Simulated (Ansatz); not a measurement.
`F[SiH2][AlH2]` + `C[Se][GeH3]` → `F[SiH2][AlH][GeH3]` + `C[SeH]`  (redistribution)

Isolated molecules relaxed with PBE0-D4/def2-TZVP in Ansatz; ΔE leaves out vibrations. CBS: MP2 limit from def2 TZ/QZ plus the TZ coupled-cluster correction, frozen cores. DFT in def2-TZVPP. B3LYP here is the variant with VWN-RPA as its local correlation; programs differ in this. For Ge, Se outer-core shells are correlated without core-valence functions, which leaves a few kJ/mol of doubt a bond. Scalar relativity is left out up to krypton. One conformer a species, not always the lowest.

(1) Is it downhill or uphill in electronic energy at CCSD(T)/CBS, and by how much? (Estimate.)

(2) What do these levels give: PBE0-D4, ωB97X-V, B2PLYP, B3LYP, HF/def2-TZVPP, MP2/def2-TZVPP, SCS-MP2/def2-TZVPP, HF/def2-QZVPP, MP2/def2-QZVPP, SCS-MP2/def2-QZVPP, MP2/CBS(def2), CCSD/CBS(def2)? (Best estimate.)

Largest T1 diagnostic among the species: 0.012.

Answers

(1) Ansatz gave: Uphill: ΔE = +22.7 kJ/mol.

(2) Ansatz gave: PBE0-D4 18.3, ωB97X-V 24.6, B2PLYP 24.0, B3LYP 20.0, HF/def2-TZVPP 33.2, MP2/def2-TZVPP 30.2, SCS-MP2/def2-TZVPP 30.3, HF/def2-QZVPP 33.2, MP2/def2-QZVPP 30.7, SCS-MP2/def2-QZVPP 30.8, MP2/CBS(def2) 31.1, CCSD/CBS(def2) 22.9 kJ/mol.

In def2-TZVPP, CCSD(T) changes the Hartree–Fock value by −11.4 kJ/mol (the triples alone add −0.2 kJ/mol) and MP2 by −3.0 kJ/mol. The D4 term adds +3.6 kJ/mol with B3LYP and +1.7 kJ/mol with PBE0; it sums over pairs of atoms, weighted by their polarisabilities, and B3LYP, whose exchange is more repulsive, gets the larger term.
